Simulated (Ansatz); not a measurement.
Species: SeF$_{3}$, net charge -1, singlet state. 
Structure (B3LYP-D3(BJ)/def2-TZVP (Ansatz, a quantum-chemistry and plane-wave program) minimum search):
```xyz
4

Se    -0.0081    -0.2833     0.0785
F      1.9339    -0.2501     0.0240
F      0.0414     1.4438    -0.3999
F     -1.9446    -0.1235     0.0795
```
Charge -1, spin multiplicity 1.

Basis-set convergence of Hartree-Fock and CCSD(T) correlation energies (hartree) with Ansatz. Correlated levels leave the core frozen unless marked. Spin-orbit coupling is left out. Frozen are the shells of the preceding noble gas and the d and f shells that filled before the atom's block. No relativistic terms. This anion needs diffuse functions, which these sets lack.

| basis | functions | E(HF) | E(corr, CCSD(T)) |
|---|---|---|---|
| cc-pVDZ | 69 | -2698.11660 | -0.71880 |
| cc-pVTZ | 133 | … | … |

### Question
Fill in the missing entries.

### Answer

- cc-pVTZ, E(HF): -2698.31196
- cc-pVTZ, E(corr, CCSD(T)): -0.98065
